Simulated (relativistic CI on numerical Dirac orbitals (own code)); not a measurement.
**Mo²²⁺: what numerical and physical settings do to a radial Dirac CI calculation**

Reference input:

```
atom Mo  Z=42  charge=22  electrons=20
nucleus A=98  rms_radius_fm=4.4091
hamiltonian dirac-coulomb  breit=on  qed=on  c_scale=1
orbitals kli  potential=per-configuration
slater_scale 1
correlation none
mixing on
grid step=0.0125 r_max=6.5
scf mixing=0.4 start=green max_iterations=150 tolerance=2e-08 node_fill=0.05
configurations
  [Ar] 3d2
  [Ne] 3s2 3p5 3d3
  [Ne] 3s 3p6 3d3
  [Ne] 3p6 3d4
  [Ar] 3d 4s
end
```

Computed lowest total energy -3758.50207 Ha, first excitation 27599.9 cm⁻¹, 50 SCF steps. Runs with settings changed; * marks those that are bad on purpose:

```tsv
Changed	Outcome	Lowest level	ΔE (Ha)	First excitation (cm⁻¹)	SCF steps	Message
grid step 0.03	converged	3s²3p⁶3d² ³F2	0.00022	27599.9	50	
nuclear radius 5.7318 fm	converged	3s²3p⁶3d² ³F2	0.0363	27600.0	50	
node fill of the KLI weights 0.2	converged	3s²3p⁶3d² ³F2	-0.00293	27684.6	50	
SCF tolerance 1e-06	converged	3s²3p⁶3d² ³F2	9.53e-09	27599.9	41	
SCF mixing 2.5 *	converged	3s²3p⁶3d² ³F2	-7.8e-10	27599.9	54	
node fill of the KLI weights 5 *	converged	3s²3p⁶3d² ³F2	0.154	28241.3	50
```
